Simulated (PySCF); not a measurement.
## Radial density of V (vanadium, neutral)

MN15, [Ar] 3d3 4s2, high-spin 4F determinant. All numbers are calculated (PySCF 2.14, the non-relativistic Hamiltonian (point nucleus), in pcseg-2 (6s4p3d2f1g, 56 functions)).

```tsv
r (bohr)	4πr²ρ (e/bohr)	4πr²(ρα − ρβ)
0.00130	0.1642	0.0000
0.00219	0.4462	0.0000
0.00369	1.178	-0.0001
0.00620	2.970	-0.0003
0.0104	6.918	-0.0006
0.0175	14.13	-0.0011
0.0295	23.23	-0.0016
0.0496	27.20	-0.0012
0.0835	22.03	0.0012
0.140	23.47	0.0189
0.236	29.15	0.1672
0.397	13.65	0.7840
0.668	10.59	1.8217
1.12	8.794	1.8930
1.89	2.051	0.8379
3.18	0.8107	0.1460
5.35	0.1830	0.0059
8.99	0.004503	0.0000
```
